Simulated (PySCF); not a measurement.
Tl (thallium, neutral): UHF calculation

Configuration: [Xe] 4f14 5d10 6s2 6d1, 2D determinant (an excited configuration). All numbers are calculated (PySCF 2.14, a scalar-relativistic core potential, in aug-cc-pVTZ-PP with ECP60MDF).

```json
{
 "Total energy": "-171.374757 hartree",
 "One-electron energy": "-298.9719 hartree",
 "Hartree (Coulomb) energy": "141.4631 hartree",
 "Exchange energy": "-13.8660 hartree",
 "⟨S²⟩": "0.7501",
 "⟨L²⟩": "6.000",
 "Sum of ⟨r⟩": "34.26 bohr",
 "Sum of ⟨r²⟩": "103.5 bohr²",
 "Traceless quadrupole moment −½Σ⟨3z² − r²⟩ along its main axis": "16.6 e·bohr²"
}
```

```
shell  electrons  mean orbital energy (hartree)  spread (hartree)  rms radius, mean of both spins (bohr)
 5s α          1                       -5.76212                 0                                  0.952
 5s β          1                       -5.76183                 0                                  0.952
 5p α          3                       -3.58736           0.00046                                   1.09
 5p β          3                       -3.58697           0.00100                                   1.09
 5d α          5                       -0.96059           0.00129                                   1.48
 5d β          5                       -0.96030           0.00156                                   1.48
 6s α          1                       -0.54162                 0                                   2.65
 6s β          1                       -0.54093                 0                                   2.65
 6d α          1                       -0.04368                 0                                   7.65
```

Energies and moments cover only the electrons outside the core potential. Spin-orbit coupling, absent here, splits the open shell strongly. The outer electron is Rydberg-like, and this basis confines it to a smaller radius and binds it less than a complete one would.
